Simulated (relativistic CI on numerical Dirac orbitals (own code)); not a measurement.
Spin-allowed bands of a d3 ion in a tetrahedral site, by hand

Problem. Take Δ = 5500 cm⁻¹ and B = 810 cm⁻¹ for a d3 ion in a tetrahedral site. Calculate the three spin-allowed bands.

Working.
1. The terms of highest spin are 4F (energy 0) and 4P (15B = 12150 cm⁻¹). Here the F term splits into A2 at +1.2Δ = 6600, T2 at +0.2Δ = 1100 and T1 at −0.6Δ = -3300 cm⁻¹.
2. The two T1 states mix through the element 0.4Δ: H = [[-3300, 2200], [2200, 12150]], with roots ½(H₁₁ + H₂₂) ∓ ½√[(H₂₂ − H₁₁)² + 4H₁₂²] = ½(8850) ∓ ½(16064) = -3607 and 12457 cm⁻¹.
3. The ground term is 4T1 at -3607 cm⁻¹.
4. Bands: 4T2 4707 cm⁻¹ (2124 nm), 4A2 10207 cm⁻¹ (980 nm), 4T1(P) 16064 cm⁻¹ (622 nm).

Check. Exact diagonalisation of the whole d3 shell with these parameters gives 4T2 4707, 4A2 10207, 4T1 16064 cm⁻¹. The match is exact, since without spin-orbit coupling no other term has this spin. The ratio of the second band to the first, 2.168, depends on Δ/B = 6.8 alone, which is how a Tanabe-Sugano diagram is read.
